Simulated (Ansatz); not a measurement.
**A geometry optimisation of CH3GaSb+ with r2SCAN-D4/def2-SVP**

The starting geometry of this gas-phase singlet was optimised with GFN2-xTB.

```xyz
6

C     0.4838    0.4182   -0.4256
Ga   -0.8455    2.2663    0.4145
Sb    0.3075   -1.5998   -0.0508
H     1.4318    0.8180   -0.0630
H    -0.8543   -1.7822   -1.2963
H     0.3192    0.6656   -1.4745
```

Q: Where would you expect an optimisation with r2SCAN-D4/def2-SVP to take it?

A: A new bond forms, giving a structure given below by its coordinates. Contacts that close: C1–Ga2 (2.43 → 2.25 Å).

The energy falls by 0.12 eV over 6 steps:

```
step  E − E(last) (eV)
   1             0.124
   2             0.011
   3             0.002
   4             0.000
   5             0.000
   6             0.000
```

Final geometry (Å):

```xyz
6

C     0.5209    0.4194   -0.4556
Ga   -0.7756    2.0615    0.3589
Sb    0.2525   -1.5587   -0.0030
H     1.4272    0.8841   -0.0281
H    -0.8770   -1.7663   -1.2820
H     0.2946    0.7464   -1.4858
```

The end wasn't checked by frequencies. Atoms past krypton carry core potentials, without spin–orbit terms. Run with Ansatz 0.2.0, 14 s on 1 thread of Intel(R) Xeon(R) 6975P-C (Granite Rapids), with other jobs on the host.
